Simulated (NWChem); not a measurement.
Species: BAsH₄; SMILES B[AsH2]

```xyz
6

B      0.0069     1.6612     0.0000
As     0.0057    -0.3215     0.0000
H      0.9620    -0.5987    -1.1407
H      0.9620    -0.5987     1.1407
H     -0.0769     2.2547     1.0473
H     -0.0769     2.2547    -1.0473
```
Atoms are numbered in this order, from 1.

Computed with NWChem. Coordinates come from a PBE0/def2-SVP optimisation. GIAO values for the isolated, static molecule; σ is the absolute isotropic shielding, δ = σ(reference) − σ with the isolated reference molecule computed at the same levels (11B: boron trifluoride, 1H: tetramethylsilane).

Task: Estimate the computed values for BHandHLYP/pcSseg-1. Quantities: δ B1 (ppm); σ As2 (ppm); δ H3 (ppm); δ H5 (ppm).

Result: 
```yaml
"δ B1 (ppm)": 93.4
"σ As2 (ppm)": 1704.7
"δ H3 (ppm)": 3.53
"δ H5 (ppm)": 9.32
```
